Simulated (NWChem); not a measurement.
System: C₂HCl₂, doublet; SMILES [CH]=C(Cl)Cl

Input file for NWChem:

```
start job
memory heap 200 mb stack 900 mb global 1100 mb
geometry units angstroms noautoz
  C     -1.785512    -0.035261     0.000000
  C     -0.475165    -0.031566     0.000000
  Cl     0.464578    -1.477966     0.000000
  Cl     0.452115     1.438854     0.000000
  H     -2.624277     0.654061     0.000000
end
basis spherical
  * library def2-svp
end
dft
  odft
  mult 2
  xc b3lyp
  iterations 150
  mulliken
end
task dft energy
```

In the optimisation the excess spin sits in a' (Cs, its own frame). Coordinates come from a PBE0/def2-SVP, spin-unrestricted optimisation. No stability test was run on the SCF state.

Question: Predict the main results of this run. (B3LYP/def2-SVP, spin-unrestricted.) Quantities: energy (Ha); highest occupied level (eV); lowest empty minus highest occupied level, either spin (eV); dipole (D); <S²>.

Answer: 
```
Property                                                      Result
-----------------------------------------------------------  -------
energy (Ha)                                                  -996.77
highest occupied level (eV)                                    -7.16
lowest empty minus highest occupied level, either spin (eV)     3.89
dipole (D)                                                      1.05
<S²>                                                           0.762
```
